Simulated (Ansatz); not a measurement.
Calculated with Ansatz (gas phase, PBE0-D4/def2-TZVP geometries, no zero-point term in ΔE). CCSD(T)/CBS adds triple-zeta CCSD(T) − MP2 to the extrapolated MP2 energy (def2 sets, frozen cores). This one scheme is used for every species. DFT in def2-TZVPP. B3LYP here is the variant with VWN-RPA as its local correlation; programs differ in this. For Br outer-core shells are correlated without core-valence functions, which leaves a few kJ/mol of doubt a bond. Scalar relativity is left out up to krypton.

Reaction (silylene formation by 1,1-elimination): `FC([SiH3])(Cl)Br` → `FC(Cl)Br` + `[SiH2]`

`FC([SiH3])(Cl)Br`:

Z-matrix (Å, degrees):
```
C
Si 1 1.916
Cl 1 1.769 2 110.2
F 1 1.351 2 112.1 3 -120.6
Br 1 1.955 2 108.6 3 120.5
H 2 1.482 1 107.3 3 59.9
H 2 1.481 1 107.6 3 179.7
H 2 1.478 1 107.1 3 -60.0
```

`FC(Cl)Br`:

```xyz
5

F    -1.005   -0.575    0.784
C     0.011   -0.139    0.028
Cl   -0.528    0.069   -1.627
Br    0.700    1.508    0.771
H     0.822   -0.863    0.043
```

`[SiH2]`:

```xyz
3

Si   -0.215    0.332   -0.592
H    -0.166    0.709    0.886
H     0.380   -1.041   -0.294
```

| level | ΔE (kJ/mol) | difference from CCSD(T)/CBS |
| --- | --- | --- |
| PBE-D4 | 226.8 | 2.9 |
| r2SCAN-D4 | 242.1 | 18.2 |
| B3LYP-D4 | 217.9 | -6.0 |
| ωB97X-V | 230.4 | 6.5 |
| ωB97M-V | 217.6 | -6.3 |
| B2PLYP | 214.6 | -9.3 |
| r2SCAN | 239.7 | 15.8 |
| PBE0 | 221.6 | -2.3 |
| B3LYP | 200.9 | -23.0 |
| HF/def2-TZVPP | 190.3 | -33.6 |
| SCS-MP2/def2-TZVPP | 222.2 | -1.7 |
| CCSD/def2-TZVPP | 207.1 | -16.8 |
| HF/def2-QZVPP | 190.9 | -33.0 |
| SCS-MP2/def2-QZVPP | 227.9 | 4.0 |
| HF/CBS(def2) | 191.0 | -32.9 |
| MP2/CBS(def2) | 245.2 | 21.3 |
| CCSD(T)/CBS | 223.9 | 0 |

Largest T1 diagnostic among the species: 0.014.

The D4 term adds +16.9 kJ/mol with B3LYP and +9.0 kJ/mol with PBE0; it sums over pairs of atoms, weighted by their polarisabilities, and B3LYP, whose exchange is more repulsive, gets the larger term. In def2-TZVPP, CCSD(T) changes the Hartree–Fock value by +23.8 kJ/mol (the triples alone add +7.1 kJ/mol) and MP2 by +45.1 kJ/mol.
